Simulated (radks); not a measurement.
Kr3+, 33 electrons, occupied as [Ar] 3d10 4s2 4p3. Calculated with a radial shooting solver on a logarithmic mesh with Libxc functionals: non-relativistic Kohn-Sham, exchange-only PBE, spin-polarised, spherical densities, point nucleus; open shells are filled with parallel spins first.

Radial electron density D(r) = 4 pi r^2 rho(r):

r (bohr),D(r) (e/bohr),spin D(r)
0.005934,9.313,-0.000198
0.006798,11.49,-0.000202
0.007726,13.88,-0.000178
0.008781,16.63,-0.000107
0.01006,19.91,0.0000603
0.01143,23.31,0.000359
0.0131,27.17,0.000918
0.01489,30.90,0.00180
0.01706,34.78,0.00332
0.01939,38.13,0.00556
0.02221,41.10,0.00921
0.02525,43.07,0.0143
0.02892,44.08,0.0222
0.03287,43.93,0.0326
0.03766,42.68,0.0477
0.0428,40.78,0.0662
0.04865,38.70,0.0892
0.05574,37.01,0.118
0.06335,36.61,0.147
0.07258,37.95,0.177
0.08249,40.93,0.199
0.0945,45.34,0.208
0.1074,49.56,0.197
0.1231,52.57,0.160
0.1399,52.80,0.105
0.1602,49.71,0.0381
0.1821,44.25,-0.0104
0.207,37.90,-0.0189
0.2371,32.39,0.0385
0.2695,30.02,0.157
0.3088,30.89,0.319
0.3509,33.72,0.450
0.4021,36.46,0.497
0.457,36.71,0.419
0.5236,33.52,0.232
0.595,27.79,0.0483
0.6817,20.51,-0.0207
0.7748,14.25,0.136
0.8877,9.410,0.567
1.009,6.770,1.15
1.147,5.505,1.75
1.314,4.860,2.21
1.493,4.288,2.33
1.711,3.434,2.08
1.944,2.466,1.60
2.228,1.491,1.02
2.532,0.7966,0.573
2.9,0.3432,0.259
3.297,0.1294,0.102
3.777,0.03670,0.0304
4.293,0.008812,0.00759
4.918,0.001450,0.00130
5.589,0.0001960,0.000180

D(r) has 3 maxima, at r = 0.0303, 0.132, 0.436 bohr, and minima at 0.0618, 0.278 bohr, inside which lie 2.08, 11.11 electrons.
